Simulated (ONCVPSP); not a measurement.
# Cutoff test, tantalum, ONCV

```json
{
  "Element": "Ta",
  "Generator": "ONCVPSP 4.0.1",
  "Type": "optimised norm-conserving Vanderbilt (ONCV)",
  "Functional": "PW91",
  "Relativity": "fully relativistic",
  "Frozen core": "[Kr] 4d10 4f14",
  "Valence charge": "13",
  "Reference configuration": "5s2 5p6 5d2 (charge +3)",
  "Partial waves": "5s: rc 1.85 bohr, ncon 4, nbas 8, qcut 5.9 1/bohr, 2 projectors, debl 2.7 Ha; 5p: rc 2.10 bohr, ncon 4, nbas 7, qcut 6.2 1/bohr, 1 projector; 5d: rc 2.05 bohr, ncon 3, nbas 8, qcut 9.4 1/bohr, 2 projectors, debl 0.4 Ha",
  "Local potential": "polynomial inside 1.50 bohr (lpopt 5, dvloc0 1 Ha)",
  "Core correction": "none"
}
```

Open shells are filled in proportion to 2j + 1.

In the s channel the program set the typed energies aside and used -3.709, 0.050 Ha. In the d channel the program set the typed energies aside and used -1.060, 0.250 Ha (j = l + 1/2; the other j can differ).

Q: For each optimised wave give the share of its norm inside rc, the residual kinetic energy above qcut (Ha) and the cutoffs (Ha) for errors of 10, 1, 0.1 and 0.01 mHa per electron.

A:

| wave | norm inside rc | residual KE | 10 mHa | 1 mHa | 0.1 mHa | 0.01 mHa |
| --- | --- | --- | --- | --- | --- | --- |
| 5s | 0.966 | 3.7e-05 | 8.8 | 13.2 | 16.3 | 42.6 |
| s projector 2 | 0.041 | 5.8e-05 | 4.4 | 12.7 | 16.7 | 41.6 |
| 5p j=3/2 | 0.944 | 2.0e-07 | 8.1 | 10.5 | 12.5 | 13.9 |
| 5p j=1/2 | 0.967 | 5.1e-07 | 9.8 | 12.7 | 15.1 | 16.9 |
| 5d j=5/2 | 0.659 | 6.8e-10 | 10.0 | 13.1 | 17.9 | 28.9 |
| d projector 2 j=5/2 | 0.069 | 3.5e-10 | 8.9 | 12.4 | 15.5 | 26.1 |
| 5d j=3/2 | 0.683 | 6.7e-10 | 10.6 | 13.8 | 17.1 | 28.3 |
| d projector 2 j=3/2 | 0.069 | 3.5e-10 | 9.4 | 13.0 | 16.1 | 24.2 |

The occupied waves need 14 Ha and 18 Ha for 1 and 0.1 mHa.
